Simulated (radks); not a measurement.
Values are calculated unless marked as measured or tabulated.
Ionisation of the xenon ion Xe2+, [Kr] 4d10 5s2 5p4, to Xe3+, [Kr] 4d10 5s2 5p3, under several functionals. Scalar-relativistic Kohn-Sham, spin-polarised, spherical densities, finite nucleus; open shells are filled with parallel spins first (spin-orbit coupling, left out, can overturn this in heavy ions); a radial shooting solver on a logarithmic mesh with Libxc functionals.

| functional | E(Xe2+) (hartree) | Exc (hartree) | IE (eV) | -e(HOMO) (eV) | <r> HOMO (bohr) | IE error (eV) |
|---|---|---|---|---|---|---|
| TASK exchange with Perdew-Wang LDA correlation | -7445.35255 | -184.88899 | 29.945 | 25.857 | 2.074 | -1.105 |
| Wu-Cohen GGA | -7445.00104 | -185.11601 | 30.503 | 25.796 | 2.089 | -0.547 |
| BP86 | -7447.05328 | -187.18181 | 30.621 | 25.875 | 2.093 | -0.429 |
| exchange-only LDA | -7434.75551 | -174.77644 | 29.058 | 24.422 | 2.107 | -1.992 |
| LDA (Slater exchange, Perdew-Zunger correlation) | -7439.85010 | -179.92753 | 30.942 | 26.127 | 2.094 | -0.108 |
| PBEsol | -7442.75966 | -182.85612 | 30.429 | 25.735 | 2.093 | -0.621 |
| SOGGA | -7442.36290 | -182.45747 | 30.298 | 25.620 | 2.094 | -0.752 |

NIST Atomic Spectra Database: 31.05 eV (semi-empirical). Closest: LDA (Slater exchange, Perdew-Zunger correlation). The Delta-SCF values span 1.88 eV, the total energies 12.30 hartree. The highest occupied level is 5p. Open shells are spherical and high-spin; term and fine-structure splittings are not resolved. Spin-orbit splitting is averaged out at the scalar-relativistic level.
